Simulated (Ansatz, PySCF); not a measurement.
Molecule: CHI$_{2}$, net charge 0, doublet state. It need not be the lowest isomer of its formula. 
Coordinates optimised at B3LYP-D3(BJ)/def2-TZVP (Ansatz, an electronic-structure program):
```
C
H 1 1.0796
I 1 2.0585 2 116.43
I 1 2.0585 2 116.43 3 158.73
```
Charge 0, spin multiplicity 2.

Property: atomisation energy (electronic, to ground-state atoms), in kJ/mol. Correlated levels leave the core frozen unless marked. UHF or UKS for open shells. Spin-orbit coupling is left out. The frozen core is the preceding noble-gas configuration, with the filled d and f shells of earlier blocks. Past Kr the def2 sets carry scalar-relativistic core potentials. The coupled-cluster limit lacks core correlation, which all-electron functionals hold. CBS(X,Y): correlation extrapolated as X^-3; Hartree-Fock from the larger set. The bracket is a focal-point correction in the basis named.

```json
[
 {"level": "HF-D4/def2-TZVPD", "program": "PySCF + dftd4", "atomisation energy (kJ/mol)": "…"},
 {"level": "BLYP-D3(BJ)/def2-TZVPD", "program": "Ansatz + dftd3", "atomisation energy (kJ/mol)": "…"},
 {"level": "TPSS-D3(BJ)/def2-TZVPD", "program": "PySCF + dftd3", "atomisation energy (kJ/mol)": "969.0"},
 {"level": "r2SCAN-D4/def2-TZVPD", "program": "Ansatz + dftd4", "atomisation energy (kJ/mol)": "950.6"},
 {"level": "B97M-V/def2-TZVPD", "program": "Ansatz", "atomisation energy (kJ/mol)": "927.4"},
 {"level": "PBE0/def2-TZVP", "program": "Ansatz", "atomisation energy (kJ/mol)": "943.0"},
 {"level": "BHLYP/def2-TZVPD", "program": "Ansatz", "atomisation energy (kJ/mol)": "…"},
 {"level": "M06-2X/def2-TZVPD", "program": "PySCF", "atomisation energy (kJ/mol)": "864.0"},
 {"level": "MN15/def2-TZVPD", "program": "PySCF", "atomisation energy (kJ/mol)": "…"},
 {"level": "RI-MP2/CBS(def2-TZVPPD,def2-QZVPPD)+[CCSD(T)-MP2]/def2-TZVPPD", "program": "Ansatz", "atomisation energy (kJ/mol)": "920.6"}
]
```

Problem. Fill in the missing entries.

Solution. 
- HF-D4/def2-TZVPD, atomisation energy (kJ/mol): 614.6
- BLYP-D3(BJ)/def2-TZVPD, atomisation energy (kJ/mol): 942.4
- BHLYP/def2-TZVPD, atomisation energy (kJ/mol): 855.6
- MN15/def2-TZVPD, atomisation energy (kJ/mol): 896.5
